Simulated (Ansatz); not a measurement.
Geometry optimisation, RKS PBE-D4/def2-SVP in Ansatz 0.2.0.

The input (input.yaml):

```yaml
crystal:
  periodic: [false, false, false]
  atoms:
    - { symbol: Sn, position_ang: [0.0, 0.0, 0.0] }
    - { symbol: Cl, position_ang: [0.0, 0.0, 2.76] }
    - { symbol: O, position_ang: [1.8483, 0.0, -0.6527] }
    - { symbol: H, position_ang: [2.1646, -0.9521, -0.7693] }
    - { symbol: H, position_ang: [-0.8195, 1.4198, -0.5794] }
    - { symbol: O, position_ang: [-0.9232, -1.5994, -0.6527] }
    - { symbol: H, position_ang: [-1.3778, -2.065, 0.1197] }
    - { symbol: S, position_ang: [1.437, 2.1671, 0.864] }
    - { symbol: H, position_ang: [2.5139, 1.7322, 1.6457] }
    - { symbol: H, position_ang: [0.8541, 1.288, 2.1899] }
basis:
  gaussian: { orbitals: def2-SVP }
hamiltonian:
  xc: pbe
  dispersion: d4
relax:
  f_tol: 0.15
  max_steps: 25
  restrain:
    - { distance: [0, 7], at: 3.64, k: 30.0 }
    - { distance: [9, 1], at: 2.57, k: 30.0 }
    - { distance: [0, 1], at: 2.41, k: 30.0 }
    - { distance: [9, 7], at: 1.4, k: 30.0 }
```

Launched with:

```bash
$ ansatz run input.yaml --threads 4 --pin off --max-ram 5120MiB --backend cpu --events-out ev --progress --plain --runs-dir out
```

Question: Where does it end, and by what steps?

Answer: The forces met the threshold. The restraints hold the end off the free minimum. After 9 steps the energy has fallen by 1.889 eV (the restraints' own energy left out); S8 moved furthest, 0.91 Å. Parted: Sn1–S8 (2.74 → 3.63 Å).

```tsv
step	energy less start (eV)	largest force component (eV/Å)	accepted
0	0.0000	2.793	yes
1	-0.3733	4.501	yes
2	-0.6401	5.152	yes
3	-1.1217	3.537	yes
4	-1.6977	1.029	yes
5	-1.8204	0.674	yes
6	-1.8571	0.482	yes
7	-1.8720	0.471	yes
8	-1.8801	0.839	yes
9	-1.8886	0.434	yes
```

```xyz
10
Properties=species:S:1:pos:R:3
Sn -0.160 0.008 0.004
Cl -0.432 -0.209 2.383
O 1.795 -0.086 -0.436
H 2.038 -1.027 -0.548
H -0.938 1.371 -0.671
O -0.910 -1.712 -0.692
H -1.109 -2.290 0.073
S 1.843 2.623 1.542
H 2.341 1.557 0.839
H 1.229 1.755 2.430
```

Run time: 45 s on 4 threads of AMD EPYC 7571, on a shared host, peak memory 0.2 GiB.
